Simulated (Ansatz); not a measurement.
Consider the homolysis of the B–Cl bond: `FB(Cl)Br` → `F[B]Br`• + Cl•.

Computed with Ansatz on PBE0-D4/def2-TZVP structures; ΔE is electronic, products minus reactants. CCSD(T)/CBS is the MP2 limit (def2-TZVPP, def2-QZVPP) plus CCSD(T) − MP2 in def2-TZVPP, frozen cores. This one scheme is used for every species, atoms too. Functionals use def2-TZVPP. No spin–orbit coupling; open shells (•) take unrestricted orbitals. Spin–orbit coupling would lower the free atoms: a little for Cl. For Br outer-core shells are correlated without core-valence functions, so the limit isn't a true one: a few kJ/mol of doubt a bond, and 10 to 20 or more in all where bonds break to atoms. Scalar relativity is left out up to krypton.

```json
{"level": "BLYP-D4", "ΔE (kcal/mol)": "116.1"}
{"level": "ωB97X-V", "ΔE (kcal/mol)": "122.0"}
{"level": "CAM-B3LYP", "ΔE (kcal/mol)": "117.1"}
{"level": "MP2/def2-TZVPP", "ΔE (kcal/mol)": "124.1"}
```

What does CCSD(T)/CBS give? (Best estimate.)

Ansatz gave: +121.9 kcal/mol. The listed levels differ from it by -5.8, 0.1, -4.8, 2.2 kcal/mol.

Largest T1 diagnostic among the species: 0.013.

The D4 term adds +2.2 kcal/mol with B3LYP and +1.1 kcal/mol with PBE0; it sums over pairs of atoms, weighted by their polarisabilities, and B3LYP, whose exchange is more repulsive, gets the larger term. Leaving LDA and LC-ωPBE aside and taking each functional with its dispersion term where it has one, the values, not all of them listed here, spread over 8.6 kcal/mol, from BHLYP-D4 to ωB97M-V. LDA lies +17.3 kcal/mol from PBE without D4, its usual overbinding. From PBE to PBE0 (25 % exact exchange), in def2-TZVPP and without D4, ΔE moves by −0.9 kcal/mol: exact exchange takes away binding that semilocal exchange gives to molecules.

B3LYP here is the variant with VWN-RPA as its local correlation; programs differ in this.

CCSD(T)/CBS has its own doubt, a few kJ/mol and more with outer-core shells, so smaller differences from it don't rank the levels.
